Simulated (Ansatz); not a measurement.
C2H4OSi, SMILES `[SiH3]C1=CO1` at its PBE0-D4/def2-TZVP geometry, where that method's forces vanish. The species carries charge 0 and has multiplicity 1.

```xyz
8

Si    0.6811    0.9099   -0.6388
C    -0.1738   -0.4791    0.1531
C    -0.8449   -1.3892    0.7803
O    -1.4079   -0.3680    1.3935
H    -0.2865    1.7861   -1.3443
H     1.4290    1.7054    0.3659
H     1.6179    0.2872   -1.6078
H    -1.0150   -2.4523    0.8981
```

Problem. What forces (eV/Å) does ωB97M-V/def2-TZVPP give on these atoms in Ansatz 0.2.0? (Estimate.)

Solution. The calculation gave: 
```
Si1  0.166  0.258 -0.154
C2  -0.189 -0.173  0.182
C3   0.149 -0.214 -0.162
O4  -0.037  0.180  0.047
H5   0.120 -0.122  0.095
H6  -0.101 -0.111 -0.126
H7  -0.116  0.081  0.120
H8   0.008  0.101 -0.002
```
